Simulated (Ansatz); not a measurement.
BF3H2O, SMILES `[OH2+][B-](F)(F)F`. Total charge 0; spin multiplicity 1.

Z-matrix (Å, degrees):
```
B
F 1 1.337
F 1 1.352 2 116.6
O 1 1.774 2 102.7 3 108.3
F 1 1.352 2 116.7 3 -143.6
H 4 0.965 1 108.4 2 -119.5
H 4 0.965 1 108.1 2 124.0
```

Question: What are the harmonic wavenumbers in cm⁻¹ at PBE0-D4/def2-TZVP (Ansatz, finite differences of forces, unscaled)? (An estimate is asked.)

Answer: Computed: 66, 273, 275, 289, 456, 457, 607, 631, 740, 863, 1327, 1354, 1626, 3796, 3893.

Question: Is this a minimum?

Answer: Yes, all 15 modes are real.

Question: Give the ideal-gas thermochemistry at 298.15 K and 1 bar (rigid rotor, harmonic oscillator; point group Cs, symmetry number 1).

Answer: Zero-point energy 99.6 kJ/mol; H(298) − E = 117.8 kJ/mol; entropy 320.4 J/(mol·K), of which translation 164.4, rotation 106.8, vibration 49.2; G(298) − E = 22.2 kJ/mol. Modes under 100 cm⁻¹ are hindered rotations or soft bends, so the harmonic entropy is rough.

Question: Rotational constants (cm⁻¹)?

Answer: 0.1678, 0.1547, 0.1517.
